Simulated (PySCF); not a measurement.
## Worked example: dipole moment from atomic charges

VOCl3, SMILES [O]=[V]([Cl])([Cl])[Cl], multiplicity 1. Atoms are numbered in the order given.

```xyz
5

V      0.0000     0.0000    -0.2605
O      0.0000     0.0000    -1.8189
Cl     1.7683     1.0210     0.4028
Cl    -1.7683     1.0210     0.4028
Cl     0.0000    -2.0419     0.4028
```
Charge 0, spin multiplicity 1.

Geometry: PBE-D3(BJ)/def2-SVP. The multiplicity is an assumed one; other spin states were not compared.

Charges (e) from HF/def2-TZVP in PySCF:

| atom | Mulliken | IAO |
|---|---|---|
| V1 | 1.613 | 1.708 |
| O2 | -0.498 | -0.470 |
| Cl3 | -0.372 | -0.413 |
| Cl4 | -0.372 | -0.413 |
| Cl5 | -0.372 | -0.413 |

The dipole moment of the full density is 0.65 D.

What dipole moment does each set of point charges give, and which comes closer to that of the density?


μ = Σ q r, and 1 e Å = 4.8032 D.
Mulliken: Σ q r = (0.000, 0.000, 0.036) e Å, |μ| = 0.17 D.
IAO: Σ q r = (0.000, 0.000, -0.089) e Å, |μ| = 0.43 D.
IAO comes closer in size. Point charges leave out the atoms' own dipoles (lone pairs, polarised bonds); fits to the potential absorb them, partitions of the density don't.
